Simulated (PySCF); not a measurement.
silyloxysilylformaldehyde (CH6O2Si2), SMILES O=C[SiH2]O[SiH3]. Atoms are numbered in the order given.

```xyz
11

O     -3.1676     0.0464     0.5515
C     -1.9914    -0.0839     0.8068
Si    -0.6788     0.1759    -0.5792
O      0.8231    -0.0705     0.0735
Si     2.4798    -0.1250    -0.0428
H     -1.6585    -0.3563     1.8503
H     -0.9569    -0.7988    -1.6707
H     -0.8188     1.5659    -1.0964
H      3.0301    -0.4906     1.2894
H      2.8882    -1.1450    -1.0509
H      3.0071     1.2077    -0.4544
```
Charge 0, spin multiplicity 1.

The structure is a stationary point at B3LYP-D3(BJ)/def2-SVP. One conformer was computed; it need not be the lowest.

Computed with PBE/def2-TZVP (PySCF).

The molecule is in vacuum.

| Item | Value |
|---|---|
| total energy | -770.77776 hartree |
| highest occupied level | -5.68 eV |
| lowest empty level | -2.92 eV |
| orbital gap | 2.77 eV |
| dipole moment | 2.22 D |
| quadrupole, principal values (traceless, Buckingham form, about the centre of nuclear charge) | -9.10, 4.09, 5.01 D·Å |
| mean static polarisability | 71.8 bohr³ (10.63 Å³) |
| polarisability, principal values | 58.9, 70.0, 86.3 bohr³ |
